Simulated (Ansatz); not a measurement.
BClH3NSi, SMILES `ClB1N[SiH2]1`. The species carries charge 0 and has multiplicity 1.

```json
{"atom": "Cl1", "x (Å)": "-1.996", "y (Å)": "-1.933", "z (Å)": "-0.294"}
{"atom": "B2", "x (Å)": "-0.740", "y (Å)": "-0.744", "z (Å)": "-0.157"}
{"atom": "N3", "x (Å)": "-0.332", "y (Å)": "0.158", "z (Å)": "0.801"}
{"atom": "Si4", "x (Å)": "0.772", "y (Å)": "0.370", "z (Å)": "-0.556"}
{"atom": "H5", "x (Å)": "-0.600", "y (Å)": "0.445", "z (Å)": "1.730"}
{"atom": "H6", "x (Å)": "2.189", "y (Å)": "0.015", "z (Å)": "-0.290"}
{"atom": "H7", "x (Å)": "0.707", "y (Å)": "1.689", "z (Å)": "-1.234"}
```

Task: What are the harmonic wavenumbers in cm⁻¹ at PBE0-D4/def2-TZVP (Ansatz, finite differences of forces, unscaled)? (Best estimate.)

Result: Ansatz gave: 247, 257, 444, 561, 627, 657, 671, 744, 939, 976, 1026, 1439, 2221, 2230, 3598.

Task: Is this a minimum?

Result: Yes, all 15 modes are real.

Task: Give the ideal-gas thermochemistry at 298.15 K and 1 bar (rigid rotor, harmonic oscillator; point group Cs, symmetry number 1).

Result: Zero-point energy 99.5 kJ/mol; H(298) − E = 114.8 kJ/mol; entropy 300.5 J/(mol·K), of which translation 165.2, rotation 108.3, vibration 27.1; G(298) − E = 25.2 kJ/mol.
